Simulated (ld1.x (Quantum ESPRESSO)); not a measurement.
# What one change does to a pseudopotential (zirconium, TM)

ld1.x (Quantum ESPRESSO) 7.5 input, shortened:

```
&input
   title='Zr', zed=40., rel=1, dft='PZ', iswitch=3,
   config='[Kr] 4d2 5s1.5 5p0'
 /
 &inputp
   pseudotype=2, tm=.true., lloc=0,
   nlcc=.false.
 /
3
4P  2  1   6.00   0.00  2.20  2.20  0.0
4D  3  2   2.00   0.00  2.05  2.05  0.0
5S  1  0   1.50   0.00  3.05  3.05  0.0
 &test
   configts(1)='4p6 4d2 5s1.5 5p0'
 /
```

All-electron outer shells of the reference configuration (LDA (PZ), scalar-relativistic, ld1.x):

| shell | level (eV) | outermost node (bohr) | outermost maximum (bohr) |
| --- | --- | --- | --- |
| 4s | -57.74 | 0.55 | 1.08 |
| 4p | -35.72 | 0.56 | 1.17 |
| 5s | -7.32 | 1.46 | 3.04 |
| 4d | -6.83 | 0.58 | 1.61 |
| 5p | -3.90 | 1.69 | 3.85 |

Change: wave 4d (bound): rc 2.05 bohr becomes 4d (bound): rc 2.42 bohr.

Cutoffs: the cutoffs (Ry, on a coarse ladder) from which the occupation-weighted sum of valence levels, in a spherical-Bessel basis at the reference potential, stays within 10 and 1 mRy of its value at 400 Ry; they do not see the model core or the augmentation charge, which bear on the density cutoff. Errors are all-electron minus pseudo energies relative to the spin-unpolarised reference configuration.

Q: Predict the effect on cutoff, ghosts and configuration errors.

A: The potential gets softer (30 Ry and 40 Ry → 25 Ry and 40 Ry); of the 9 tests that both files solve, the error grows in 1 and shrinks in 0 by more than 15 % and 0.3 meV (median size 47.9 → 66.6 meV); neither file shows a bound ghost at the reference potential, the only one tested. A larger radius leaves more room for a smooth pseudo-wave, so fewer plane waves are needed.

```csv
quantity,base,changed
"cutoff, loose",30 Ry,25 Ry
"cutoff, tight",40 Ry,40 Ry
bound ghosts,none,none
"error for 4p6 4d2 5s2 5p0, meV [ΔE -2.97 eV]",+0.2,+0.1
"error for 4p6 4d2 5s1 5p0, meV [ΔE 4.38 eV]",-1.0,-0.9
"error for 4p6 4d2 5s0 5p0, meV [ΔE 17.62 eV]",-12,-11
"error for 4p6 4d0 5s0 5p0, meV [ΔE 74.82 eV]",+48,+86
"error for 4p6 4d2 5s0 5p1, meV [ΔE 8.19 eV]",-849,-849
"error for 4p6 4d3 5s0 5p0, meV [ΔE 4.84 eV]",-73,-68
"error for 4p6 4d3 5s1 5p0, meV [ΔE -1.75 eV]",-36,-34
"error for 4p6 4d2 5s1.5 5p0 (spin-polarised), meV [ΔE -0.70 eV]",+78,+83
"error for 4p6 4d2 5s2 5p0 (spin-polarised), meV [ΔE -3.45 eV]",+63,+67
s: phases at 3.29 bohr within 0.05 rad from the reference energy up to (Ry; the scan ends near 5),1.4,1.4
p: phases at 3.29 bohr within 0.05 rad from the reference energy up to (Ry; the scan ends near 5),-0.9,-0.9
d: phases at 3.29 bohr within 0.05 rad from the reference energy up to (Ry; the scan ends near 5),0.4,0.4
```

Base: These tests converged, but a pseudo level misses the all-electron one widely, so the file describes the atom poorly there or has found another state: 4p6 4d0 5s0 5p0: empty 5p by 3.2 eV. Changed file: These tests converged, but a pseudo level misses the all-electron one widely, so the file describes the atom poorly there or has found another state: 4p6 4d0 5s0 5p0: empty 5p by 3.2 eV (a node warning on the way).
